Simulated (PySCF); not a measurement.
The same groups moved round the core (propene methyl+boryl). All species are isolated molecules in the gas phase. One relaxed conformer stands for each flexible species; it need not be the lowest. Strings in code marks are SMILES.

All values below come from B3LYP-D3(BJ)/def2-TZVP // M06-2X/def2-TZVP (PySCF 2.14.0). All candidates: neutral, multiplicity 1. B3LYP has the VWN-RPA correlation part, as in Gaussian. Excitations are Tamm–Dancoff values on a coarser integration grid. The basis has no diffuse functions, so Rydberg states are missing or too high.

- S1 excitation (TDA) = 5.31 eV
- LUMO = -1.91 eV
- HOMO–LUMO gap = 5.40 eV

Which member has these values?
A) `B/C=C/CC`
B) `BC(=C)CC`
C) `B/C(C)=C/C`
D) `BCC(=C)C`

C, `B/C(C)=C/C`. The others give `BCC(=C)C`: 4.20 eV, -1.60 eV, 5.14 eV; `BC(=C)CC`: 5.13 eV, -2.13 eV, 5.57 eV; `B/C=C/CC`: 5.42 eV, -1.97 eV, 5.76 eV
